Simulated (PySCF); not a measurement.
Al(Cl)(Br)(NH2) (AlBrClH2N), SMILES [NH2][Al]([Cl])[Br].

The structure is a stationary point at PBE0-D3(BJ)/def2-SVP. The structure was generated by enumeration; whether it is a known compound was not checked. Other conformers were not sampled.

Computed with r2SCAN/def2-TZVP run with PySCF.

Symmetry labels are those of the subgroup Cs that the program uses (full group Cs).

Computed valence orbital energies around the gap with their symmetry:
```tsv
orbital	symmetry	energy (eV)
HOMO−7	A'	-11.67
HOMO−6	A'	-10.02
HOMO−5	A'	-9.37
HOMO−4	A"	-8.64
HOMO−3	A'	-8.37
HOMO−2	A"	-7.94
HOMO−1	A'	-7.72
HOMO	A"	-6.88
LUMO	A'	-1.12
LUMO+1	A"	-0.70
LUMO+2	A'	0.98
LUMO+3	A'	1.67
```
